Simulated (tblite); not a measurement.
A geometry optimisation, step by step.

C3H10OSi4.
SMILES with atom numbers: `[O:1]=[CH:2][C:3]#[C:4][Si@H:5]([SiH3:6])[SiH2:7][SiH3:8]` (hydrogens: H9 on C2; H10 on Si5; H11, H12, H13 on Si6; H14, H15 on Si7; H16, H17, H18 on Si8)

Computed with GFN2-xTB (tblite), gas phase: L-BFGS steps from a force-field or distance-geometry start until the largest atomic force falls under 0.01 eV/Å. 7 of its 114 geometries are shown.

Step 0: E = -608.0745 eV, largest atomic force 4.591 eV/Å
```
atom  x, y, z in Å  |  force x, y, z in eV/Å
O1     -3.047    1.979    2.572    1.108   0.955  -3.102
C2     -2.625    2.324    1.428   -0.504  -2.849   3.565
C3     -1.883    1.370    0.618   -2.199   3.298   2.055
C4     -1.299    0.599   -0.067    1.016  -1.286  -1.335
Si5    -0.387   -0.580   -1.095   -0.499  -0.064  -1.329
Si6    -0.903   -2.687   -0.594   -0.814  -1.293   0.659
Si7     1.814   -0.290   -0.965    1.254  -0.119  -0.547
Si8     2.417    1.057    0.709    0.564   0.363   0.975
H9     -2.809    3.329    1.119    0.075   0.644  -0.772
H10    -0.769   -0.385   -2.516   -0.174   0.286   0.156
H11    -2.122   -3.056   -1.343    0.197  -0.147   0.200
H12     0.201   -3.559   -1.029   -0.165  -0.011   0.144
H13    -1.172   -2.824    0.869    0.133  -0.137  -0.545
H14     2.475   -1.592   -0.747   -0.051   0.028  -0.238
H15     2.315    0.286   -2.224    0.053  -0.221  -0.024
H16     3.827    0.788    1.005    0.014   0.145   0.125
H17     1.663    0.802    1.940    0.025   0.118  -0.067
H18     2.295    2.444    0.309   -0.034   0.290   0.080
```

Step 19: E = -608.7444 eV, largest atomic force 0.087 eV/Å
```
atom  x, y, z in Å  |  force x, y, z in eV/Å
O1     -3.006    1.982    2.573    0.024   0.012  -0.016
C2     -2.606    2.261    1.470   -0.003   0.012   0.008
C3     -1.898    1.389    0.598    0.026  -0.060   0.054
C4     -1.299    0.624   -0.127   -0.001  -0.034  -0.016
Si5    -0.419   -0.598   -1.209    0.044  -0.074  -0.013
Si6    -1.018   -2.758   -0.599   -0.029  -0.064  -0.002
Si7     1.877   -0.230   -0.996    0.056   0.036   0.043
Si8     2.524    1.120    0.766    0.014   0.036   0.029
H9     -2.768    3.263    1.025   -0.035   0.052   0.003
H10    -0.928   -0.210   -2.537   -0.023   0.004  -0.050
H11    -2.214   -3.276   -1.263   -0.014   0.006  -0.021
H12     0.097   -3.641   -0.972   -0.046   0.009   0.009
H13    -1.227   -2.911    0.840    0.008   0.038  -0.001
H14     2.467   -1.578   -0.870    0.000   0.014   0.010
H15     2.424    0.233   -2.282   -0.015   0.031   0.002
H16     3.917    0.950    1.182    0.044  -0.024  -0.022
H17     1.707    0.850    1.950   -0.037  -0.013  -0.003
H18     2.362    2.537    0.439   -0.015   0.020  -0.016
```

Step 38: E = -608.7615 eV, largest atomic force 0.053 eV/Å
```
atom  x, y, z in Å  |  force x, y, z in eV/Å
O1     -2.913    2.023    2.597    0.045  -0.027   0.006
C2     -2.556    2.224    1.463   -0.022  -0.011  -0.013
C3     -1.857    1.312    0.623    0.005   0.011  -0.006
C4     -1.282    0.552   -0.128   -0.012  -0.015   0.001
Si5    -0.400   -0.650   -1.236    0.035  -0.017   0.030
Si6    -1.073   -2.791   -0.625    0.000   0.027   0.001
Si7     1.880   -0.185   -0.975    0.002   0.019   0.014
Si8     2.527    1.168    0.788   -0.009   0.002  -0.001
H9     -2.769    3.186    0.951    0.001   0.017  -0.016
H10    -0.910   -0.244   -2.562    0.008  -0.004  -0.004
H11    -2.295   -3.265   -1.277   -0.008   0.014  -0.001
H12    -0.017   -3.753   -0.958   -0.006   0.017  -0.002
H13    -1.282   -2.845    0.821   -0.016  -0.032   0.012
H14     2.533   -1.503   -0.854   -0.007   0.008  -0.028
H15     2.393    0.333   -2.254   -0.002  -0.013  -0.001
H16     3.928    0.966    1.167    0.001   0.002   0.008
H17     1.711    0.888    1.970   -0.008  -0.005   0.016
H18     2.375    2.590    0.479   -0.007   0.008  -0.017
```

Step 56: E = -608.7695 eV, largest atomic force 0.057 eV/Å
```
atom  x, y, z in Å  |  force x, y, z in eV/Å
O1     -2.750    2.032    2.620    0.004   0.002  -0.004
C2     -2.517    2.204    1.450    0.022   0.018   0.018
C3     -1.842    1.294    0.591   -0.002   0.000   0.008
C4     -1.273    0.519   -0.146    0.002   0.014  -0.004
Si5    -0.367   -0.689   -1.224    0.027  -0.046   0.021
Si6    -1.122   -2.805   -0.614    0.017   0.042  -0.021
Si7     1.900   -0.163   -0.960   -0.028  -0.014  -0.018
Si8     2.517    1.197    0.807   -0.015  -0.011  -0.014
H9     -2.821    3.136    0.926   -0.024  -0.002   0.000
H10    -0.848   -0.307   -2.567   -0.007   0.000  -0.010
H11    -2.359   -3.196   -1.294    0.012  -0.008   0.009
H12    -0.101   -3.800   -0.958   -0.009  -0.008  -0.005
H13    -1.358   -2.901    0.827    0.000   0.006  -0.009
H14     2.598   -1.461   -0.891    0.002   0.004  -0.001
H15     2.370    0.399   -2.239    0.003  -0.012   0.007
H16     3.916    1.009    1.193    0.023   0.002   0.012
H17     1.698    0.924    1.986   -0.026  -0.025   0.032
H18     2.349    2.612    0.482    0.000   0.036  -0.022
```

Step 75: E = -608.7737 eV, largest atomic force 0.152 eV/Å
```
atom  x, y, z in Å  |  force x, y, z in eV/Å
O1     -2.575    2.086    2.656    0.023   0.039  -0.145
C2     -2.475    2.210    1.458   -0.023  -0.004   0.090
C3     -1.794    1.315    0.587   -0.017  -0.003   0.015
C4     -1.233    0.529   -0.146   -0.016   0.012  -0.020
Si5    -0.349   -0.690   -1.232   -0.012  -0.023   0.008
Si6    -1.126   -2.797   -0.629   -0.005  -0.005   0.004
Si7     1.918   -0.176   -0.964   -0.005   0.004   0.007
Si8     2.474    1.201    0.815   -0.004  -0.005  -0.003
H9     -2.937    3.068    0.920    0.036  -0.060   0.039
H10    -0.844   -0.322   -2.575    0.004   0.021   0.004
H11    -2.371   -3.183   -1.297   -0.007   0.015  -0.001
H12    -0.132   -3.817   -0.980    0.021   0.006  -0.004
H13    -1.355   -2.887    0.812   -0.001   0.001   0.011
H14     2.620   -1.471   -0.879   -0.006   0.014  -0.002
H15     2.385    0.373   -2.249    0.019  -0.005   0.027
H16     3.868    1.046    1.242   -0.003   0.009  -0.016
H17     1.638    0.912    1.980   -0.014  -0.015  -0.010
H18     2.279    2.610    0.470    0.011  -0.001  -0.004
```

Step 94: E = -608.7787 eV, largest atomic force 0.028 eV/Å
```
atom  x, y, z in Å  |  force x, y, z in eV/Å
O1     -2.317    2.211    2.674    0.001  -0.004   0.010
C2     -2.416    2.200    1.472    0.010   0.015  -0.022
C3     -1.768    1.291    0.591   -0.007   0.000  -0.006
C4     -1.224    0.518   -0.169   -0.003   0.002  -0.003
Si5    -0.336   -0.693   -1.260   -0.012   0.001  -0.002
Si6    -1.135   -2.788   -0.640    0.002  -0.001  -0.004
Si7     1.927   -0.187   -0.961    0.008  -0.004   0.002
Si8     2.413    1.208    0.821    0.002   0.004   0.007
H9     -3.050    2.937    0.932    0.003  -0.012   0.011
H10    -0.825   -0.312   -2.602   -0.002  -0.004   0.002
H11    -2.396   -3.147   -1.293    0.003  -0.002   0.000
H12    -0.153   -3.815   -1.004   -0.002   0.001   0.000
H13    -1.349   -2.875    0.804    0.006   0.002  -0.005
H14     2.624   -1.482   -0.844   -0.004  -0.003   0.005
H15     2.449    0.348   -2.230   -0.008  -0.001   0.002
H16     3.801    1.094    1.276    0.003   0.002  -0.004
H17     1.553    0.889    1.960    0.002   0.004   0.002
H18     2.193    2.610    0.462    0.000  -0.001   0.004
```

Step 113: E = -608.7796 eV, largest atomic force 0.009 eV/Å
```
atom  x, y, z in Å  |  force x, y, z in eV/Å
O1     -2.201    2.251    2.664    0.000   0.000   0.009
C2     -2.389    2.202    1.473    0.001   0.002  -0.008
C3     -1.768    1.294    0.573    0.003  -0.001  -0.001
C4     -1.237    0.520   -0.195   -0.001   0.004  -0.002
Si5    -0.343   -0.692   -1.278    0.002   0.000   0.002
Si6    -1.133   -2.788   -0.654    0.000  -0.001  -0.005
Si7     1.918   -0.193   -0.944    0.003   0.000  -0.002
Si8     2.394    1.215    0.832   -0.002   0.000   0.001
H9     -3.092    2.896    0.966   -0.001   0.000  -0.001
H10    -0.822   -0.320   -2.625   -0.001   0.000   0.003
H11    -2.400   -3.149   -1.292   -0.005  -0.004   0.003
H12    -0.156   -3.815   -1.028    0.001   0.001   0.001
H13    -1.328   -2.869    0.794   -0.001  -0.005  -0.002
H14     2.603   -1.492   -0.807   -0.002   0.002   0.005
H15     2.457    0.327   -2.212    0.002   0.002  -0.002
H16     3.786    1.116    1.281    0.003  -0.001  -0.003
H17     1.542    0.892    1.974    0.000   0.002   0.003
H18     2.161    2.613    0.467   -0.002  -0.001   0.000
```

**Question.** Summarise the path.

**Answer.** The energy falls by 0.7052 eV from step 0 to step 113; nine tenths of that is first reached at step 10. It never rises by more than 0.2 meV. The largest force goes from 4.591 to 0.009 eV/Å. Among the bonds Si5–Si7 changes most, from 2.224 to 2.339 Å; the atoms move by 0.337 Å rms after alignment.

**Question.** Follow the three bonds and two angles with the largest change from start to end.

**Answer.** 
```json
{"step": "0", "E above end (eV)": "0.7052", "largest force (eV/Å)": "4.591", "Si5–Si7 (Å)": "2.224", "Si5–Si6 (Å)": "2.227", "Si7–Si8 (Å)": "2.231", "C3–C2–H9 (°)": "123.0", "Si6–Si5–Si7 (°)": "109.9"}
{"step": "5", "E above end (eV)": "0.2113", "largest force (eV/Å)": "0.436", "Si5–Si7 (Å)": "2.317", "Si5–Si6 (Å)": "2.299", "Si7–Si8 (Å)": "2.283", "C3–C2–H9 (°)": "112.5", "Si6–Si5–Si7 (°)": "109.8"}
{"step": "10", "E above end (eV)": "0.0704", "largest force (eV/Å)": "0.326", "Si5–Si7 (Å)": "2.334", "Si5–Si6 (Å)": "2.326", "Si7–Si8 (Å)": "2.315", "C3–C2–H9 (°)": "112.8", "Si6–Si5–Si7 (°)": "110.5"}
{"step": "15", "E above end (eV)": "0.0461", "largest force (eV/Å)": "0.132", "Si5–Si7 (Å)": "2.339", "Si5–Si6 (Å)": "2.318", "Si7–Si8 (Å)": "2.303", "C3–C2–H9 (°)": "112.7", "Si6–Si5–Si7 (°)": "111.6"}
{"step": "20", "E above end (eV)": "0.0340", "largest force (eV/Å)": "0.117", "Si5–Si7 (Å)": "2.337", "Si5–Si6 (Å)": "2.328", "Si7–Si8 (Å)": "2.315", "C3–C2–H9 (°)": "112.6", "Si6–Si5–Si7 (°)": "112.2"}
{"step": "25", "E above end (eV)": "0.0295", "largest force (eV/Å)": "0.084", "Si5–Si7 (Å)": "2.343", "Si5–Si6 (Å)": "2.321", "Si7–Si8 (Å)": "2.312", "C3–C2–H9 (°)": "113.4", "Si6–Si5–Si7 (°)": "113.3"}
{"step": "29", "E above end (eV)": "0.0259", "largest force (eV/Å)": "0.065", "Si5–Si7 (Å)": "2.339", "Si5–Si6 (Å)": "2.325", "Si7–Si8 (Å)": "2.312", "C3–C2–H9 (°)": "112.7", "Si6–Si5–Si7 (°)": "114.2"}
{"step": "34", "E above end (eV)": "0.0216", "largest force (eV/Å)": "0.102", "Si5–Si7 (Å)": "2.341", "Si5–Si6 (Å)": "2.320", "Si7–Si8 (Å)": "2.310", "C3–C2–H9 (°)": "112.4", "Si6–Si5–Si7 (°)": "115.0"}
{"step": "39", "E above end (eV)": "0.0178", "largest force (eV/Å)": "0.056", "Si5–Si7 (Å)": "2.340", "Si5–Si6 (Å)": "2.327", "Si7–Si8 (Å)": "2.314", "C3–C2–H9 (°)": "112.1", "Si6–Si5–Si7 (°)": "116.0"}
{"step": "44", "E above end (eV)": "0.0146", "largest force (eV/Å)": "0.064", "Si5–Si7 (Å)": "2.336", "Si5–Si6 (Å)": "2.322", "Si7–Si8 (Å)": "2.313", "C3–C2–H9 (°)": "112.0", "Si6–Si5–Si7 (°)": "117.6"}
{"step": "49", "E above end (eV)": "0.0127", "largest force (eV/Å)": "0.079", "Si5–Si7 (Å)": "2.338", "Si5–Si6 (Å)": "2.324", "Si7–Si8 (Å)": "2.316", "C3–C2–H9 (°)": "112.2", "Si6–Si5–Si7 (°)": "118.5"}
{"step": "54", "E above end (eV)": "0.0108", "largest force (eV/Å)": "0.037", "Si5–Si7 (Å)": "2.340", "Si5–Si6 (Å)": "2.324", "Si7–Si8 (Å)": "2.315", "C3–C2–H9 (°)": "112.4", "Si6–Si5–Si7 (°)": "119.2"}
{"step": "59", "E above end (eV)": "0.0092", "largest force (eV/Å)": "0.034", "Si5–Si7 (Å)": "2.340", "Si5–Si6 (Å)": "2.327", "Si7–Si8 (Å)": "2.312", "C3–C2–H9 (°)": "112.6", "Si6–Si5–Si7 (°)": "119.8"}
{"step": "64", "E above end (eV)": "0.0088", "largest force (eV/Å)": "0.032", "Si5–Si7 (Å)": "2.342", "Si5–Si6 (Å)": "2.326", "Si7–Si8 (Å)": "2.316", "C3–C2–H9 (°)": "112.6", "Si6–Si5–Si7 (°)": "119.9"}
{"step": "69", "E above end (eV)": "0.0077", "largest force (eV/Å)": "0.030", "Si5–Si7 (Å)": "2.340", "Si5–Si6 (Å)": "2.325", "Si7–Si8 (Å)": "2.315", "C3–C2–H9 (°)": "112.8", "Si6–Si5–Si7 (°)": "120.5"}
{"step": "74", "E above end (eV)": "0.0061", "largest force (eV/Å)": "0.068", "Si5–Si7 (Å)": "2.338", "Si5–Si6 (Å)": "2.327", "Si7–Si8 (Å)": "2.317", "C3–C2–H9 (°)": "112.8", "Si6–Si5–Si7 (°)": "119.5"}
{"step": "79", "E above end (eV)": "0.0037", "largest force (eV/Å)": "0.127", "Si5–Si7 (Å)": "2.339", "Si5–Si6 (Å)": "2.322", "Si7–Si8 (Å)": "2.315", "C3–C2–H9 (°)": "112.7", "Si6–Si5–Si7 (°)": "120.5"}
{"step": "84", "E above end (eV)": "0.0023", "largest force (eV/Å)": "0.038", "Si5–Si7 (Å)": "2.337", "Si5–Si6 (Å)": "2.325", "Si7–Si8 (Å)": "2.315", "C3–C2–H9 (°)": "112.6", "Si6–Si5–Si7 (°)": "119.5"}
{"step": "88", "E above end (eV)": "0.0014", "largest force (eV/Å)": "0.048", "Si5–Si7 (Å)": "2.340", "Si5–Si6 (Å)": "2.324", "Si7–Si8 (Å)": "2.314", "C3–C2–H9 (°)": "112.5", "Si6–Si5–Si7 (°)": "119.4"}
{"step": "93", "E above end (eV)": "0.0010", "largest force (eV/Å)": "0.033", "Si5–Si7 (Å)": "2.339", "Si5–Si6 (Å)": "2.326", "Si7–Si8 (Å)": "2.315", "C3–C2–H9 (°)": "112.5", "Si6–Si5–Si7 (°)": "119.5"}
{"step": "98", "E above end (eV)": "0.0007", "largest force (eV/Å)": "0.018", "Si5–Si7 (Å)": "2.340", "Si5–Si6 (Å)": "2.326", "Si7–Si8 (Å)": "2.315", "C3–C2–H9 (°)": "112.5", "Si6–Si5–Si7 (°)": "119.2"}
{"step": "103", "E above end (eV)": "0.0003", "largest force (eV/Å)": "0.074", "Si5–Si7 (Å)": "2.339", "Si5–Si6 (Å)": "2.324", "Si7–Si8 (Å)": "2.316", "C3–C2–H9 (°)": "112.7", "Si6–Si5–Si7 (°)": "119.2"}
{"step": "108", "E above end (eV)": "0.0001", "largest force (eV/Å)": "0.028", "Si5–Si7 (Å)": "2.339", "Si5–Si6 (Å)": "2.325", "Si7–Si8 (Å)": "2.316", "C3–C2–H9 (°)": "112.7", "Si6–Si5–Si7 (°)": "119.2"}
{"step": "113", "E above end (eV)": "0.0000", "largest force (eV/Å)": "0.009", "Si5–Si7 (Å)": "2.339", "Si5–Si6 (Å)": "2.325", "Si7–Si8 (Å)": "2.315", "C3–C2–H9 (°)": "112.8", "Si6–Si5–Si7 (°)": "118.9"}
```

What follows is the cost of the whole relaxation. Hardware: an Intel Xeon at 2.50 GHz with one thread, on a shared host. Cost: 5.5 s wall, 4.4 s CPU.
